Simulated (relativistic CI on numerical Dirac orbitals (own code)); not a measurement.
**d7 in a ligand field**

Computed with a parametric ligand-field model of a d^n configuration (Racah B and C, spin-orbit zeta, crystal field), exact diagonalisation.

Field parameters in Wybourne normalisation: Oh B⁴₀ = 21Dq, B⁴₄ = √(5/14) B⁴₀; Td as Oh with Dq negative (B⁴₀ = 21Dq, B⁴₄ = √(5/14) B⁴₀). The field is a parameter set, without covalency.

(1) Lowest levels for B = 820, C = 3310, ζ = 630 cm⁻¹, Oh, 10Dq = 37200 cm⁻¹?

(2) Lowest levels for B = 730, C = 2900, ζ = 870 cm⁻¹, Oh, 10Dq = 38050 cm⁻¹?

(3) Lowest levels for B = 1030, C = 4690, ζ = 630 cm⁻¹, Td, 10Dq = -4800 cm⁻¹?

(4) Lowest levels for B = 540, C = 2590, ζ = 1700 cm⁻¹, Oh, 10Dq = 35650 cm⁻¹?

(5) Lowest levels for B = 360, C = 1400, ζ = 1200 cm⁻¹, Oh, 10Dq = 26050 cm⁻¹?

## Answers

(1) Γ8 0 (S 0.50), Γ6 20381 (S 1.50), Γ8 20752 (S 1.50), Γ7 21403 (S 1.50), Γ8 21416 (S 1.50), Γ8 34489 (S 0.50), Γ6 34943 (S 0.50), Γ8 35413 (S 0.50), Γ7 35626 (S 0.50) cm⁻¹, with S from ⟨S²⟩ = S(S + 1). The ground level has 1.02 electrons in the cubic e pair.

(2) Γ8 0 (S 0.50), Γ6 22954 (S 1.50), Γ8 23452 (S 1.50), Γ7 24353 (S 1.50), Γ8 24371 (S 1.50), Γ8 35506 (S 0.50), Γ6 36171 (S 0.50), Γ8 36459 (S 0.50), Γ7 36713 (S 0.50) cm⁻¹, with S from ⟨S²⟩ = S(S + 1). The ground level has 1.02 electrons in the cubic e pair.

(3) Γ8 0 (S 1.50), Γ8 4574 (S 1.50), Γ6 4742 (S 1.50), Γ8 5059 (S 1.50), Γ7 5179 (S 1.50), Γ6 7746 (S 1.50), Γ8 8287 (S 1.50), Γ7 8966 (S 1.50), Γ8 9094 (S 1.50) cm⁻¹, with S from ⟨S²⟩ = S(S + 1). The ground level has 3.97 electrons in the cubic e pair.

(4) Γ8 0 (S 0.51), Γ6 21922 (S 1.49), Γ8 22825 (S 1.49), Γ7 24662 (S 1.50), Γ8 24722 (S 1.49), Γ8 32951 (S 0.52), Γ8 34375 (S 0.52), Γ6 34509 (S 0.51), Γ7 34813 (S 0.51) cm⁻¹, with S from ⟨S²⟩ = S(S + 1). The ground level has 1.02 electrons in the cubic e pair.

(5) Γ8 0 (S 0.51), Γ6 18049 (S 1.49), Γ8 18662 (S 1.48), Γ7 19973 (S 1.50), Γ8 20002 (S 1.49), Γ8 24426 (S 0.52), Γ8 25402 (S 0.52), Γ6 25551 (S 0.51), Γ7 25582 (S 0.51) cm⁻¹, with S from ⟨S²⟩ = S(S + 1). The ground level has 1.02 electrons in the cubic e pair.
